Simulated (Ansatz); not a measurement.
Consider the cleavage of the B–B bond: `BB1BO1` + `[NH2][AlH][OH]` → `B[O][AlH][NH2]` + `B1BO1`.

Program: Ansatz. Geometries: PBE0-D4/def2-TZVP. ΔE: electronic, gas phase. CCSD(T)/CBS is the MP2 limit (def2-TZVPP, def2-QZVPP) plus CCSD(T) − MP2 in def2-TZVPP, frozen cores. This one scheme is used for every species. Functionals use def2-TZVPP. Each species was taken in one conformer, which may not be the lowest.

`BB1BO1`:

Cartesian coordinates in Å:
```
B -0.768 0.662 1.114
B -0.011 -0.075 -0.124
B 1.077 -0.662 -1.123
O -0.268 -0.790 -1.296
H -1.019 1.831 1.078
H -0.989 0.083 2.137
H 1.979 -1.048 -1.786
```

`[NH2][AlH][OH]`:

Cartesian coordinates in Å:
```
N 0.024 -1.289 -0.351
Al 0.029 0.292 0.423
O -0.132 1.643 -0.593
H -0.066 -1.448 -1.341
H 0.111 -2.163 0.141
H 0.175 0.425 1.990
H -0.141 2.541 -0.270
```

`B[O][AlH][NH2]`:

```xyz
9

B     1.987    0.766    0.420
O     0.898    0.042    0.174
Al   -0.474   -0.890   -0.130
N    -2.000   -0.058   -0.394
H     2.681    1.132   -0.495
H     2.271    1.051    1.557
H    -0.357   -2.456   -0.171
H    -2.133    0.940   -0.379
H    -2.872   -0.526   -0.583
```

`B1BO1`:

```xyz
5

B     0.267   -0.699   -0.299
B     0.109    0.710    0.366
O    -0.932   -0.027   -0.164
H     0.475   -1.759   -0.785
H     0.080    1.775    0.883
```

```csv
level,ΔE (kJ/mol),difference from CCSD(T)/CBS
BLYP-D4,-133.7,7.0
r2SCAN-D4,-131.3,9.4
B2PLYP,-144.5,-3.8
CCSD(T)/def2-SVP,-165.4,-24.7
MP2/def2-TZVPP,-148.2,-7.5
CCSD/def2-TZVPP,-144.4,-3.7
HF/def2-QZVPP,-160.1,-19.4
SCS-MP2/def2-QZVPP,-149.4,-8.7
HF/CBS(def2),-160.2,-19.5
CCSD/CBS(def2),-142.2,-1.5
CCSD(T)/CBS,-140.7,0
```

Task: What do rigid-rotor, harmonic-oscillator terms from PBE0-D4/def2-TZVP frequencies (298.15 K, 1 bar) make of the CCSD(T)/CBS value? (Estimate.)

Result: Ansatz gave: ΔZPE = 0.0 kJ/mol, ΔH = -140.3 kJ/mol, ΔS = 4 J/(mol·K), ΔG = -141.5 kJ/mol.

Largest T1 diagnostic among the species: 0.017.

Leaving LDA and LC-ωPBE aside and taking each functional with its dispersion term where it has one, the values, not all of them listed here, spread over 28.7 kJ/mol, from BHLYP-D4 to revPBE-D4. LDA lies −4.2 kJ/mol from PBE without D4. At CCSD(T), def2-SVP lies −24.7 kJ/mol from the extrapolated value and def2-TZVPP −2.2 kJ/mol.
